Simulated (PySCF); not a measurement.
## Two-component Hartree-Fock for Tl (thallium, neutral)

Start: [Xe] 4f14 5d10 6s2 6p1; 6p1/2 filled at m_j = +1/2. Calculated with PySCF 2.14 in x2c-SVPall-2c: generalised Hartree-Fock with the X2C-1e Hamiltonian and a Gaussian nucleus; one run each with spin-orbit coupling (SO) switched off, then screened by Boettger's factors.

| spinor shell | electrons | ε, spin-free (eV) | ε, screened SO (eV) | weight of nominal j (screened SO) | rms radius, screened SO (bohr) |
| --- | --- | --- | --- | --- | --- |
| 1s1/2 | 2 | -86013.8 | -85977.0 | 1.000 | 0.0184 |
| 2s1/2 | 2 | -15474.6 | -15462.5 | 1.000 | 0.0743 |
| 2p1/2 | 2 | -13327.7 | -14819.7 | 1.000 | 0.0628 |
| 2p3/2 | 4 | -13327.7 | -12748.1 | 1.000 | 0.0710 |
| 3s1/2 | 2 | -3768.3 | -3763.8 | 1.000 | 0.189 |
| 3p1/2 | 2 | -3140.7 | -3474.8 | 1.000 | 0.181 |
| 3p3/2 | 4 | -3140.7 | -3007.4 | 1.000 | 0.197 |
| 3d3/2 | 4 | -2478.2 | -2534.9 | 1.000 | 0.174 |
| 3d5/2 | 6 | -2478.2 | -2436.1 | 1.000 | 0.178 |
| 4s1/2 | 2 | -881.13 | -879.39 | 1.000 | 0.416 |
| 4p1/2 | 2 | -671.72 | -753.48 | 1.000 | 0.420 |
| 4p3/2 | 4 | -671.72 | -638.28 | 1.000 | 0.454 |
| 4d3/2 | 4 | -420.34 | -432.03 | 1.000 | 0.468 |
| 4d5/2 | 6 | -420.34 | -410.60 | 1.000 | 0.474 |
| 5s1/2 | 2 | -153.37 | -152.68 | 1.000 | 0.941 |
| 4f5/2 | 6 | -140.62 | -142.08 | 1.000 | 0.512 |
| 4f7/2 | 8 | -140.62 | -137.64 | 1.000 | 0.514 |
| 5p1/2 | 2 | -93.645 | -108.22 | 1.000 | 1.01 |
| 5p3/2 | 4 | -93.645 | -87.250 | 1.000 | 1.11 |
| 5d3/2 | 4 | -23.011 | -23.840 | 1.000 | 1.47 |
| 5d5/2 | 6 | -23.011 | -21.565 | 1.000 | 1.50 |
| 6s1/2 | 2 | -12.192 | -11.940 | 0.997 | 2.78 |
| 6p1/2 | 1 | -5.151 | -5.944 | 0.999 | 3.77 |

```
   quantity     spin-free   screened SO
E (hartree)  -20229.12100  -20263.83566
        M_J           1/2           1/2
       ⟨J²⟩         1.230         0.762
       ⟨L²⟩         2.026         2.203
       ⟨S²⟩         0.759         0.936
```

Each row is a mean over spinors that exchange with the open shell spreads, by up to 0.452 eV (6s1/2).

Breit and QED terms are absent; they matter most for the inner s and p1/2 levels.

Densities and radii are taken from the X2C orbitals without a picture-change correction, which distorts them close to the nucleus.

Without spin-orbit coupling the j labels of p, d and f shells carry no meaning; the spin-free column gives the mean over the occupied spinors of each nl shell, and its ⟨J²⟩ belongs to a mixture of degenerate components.
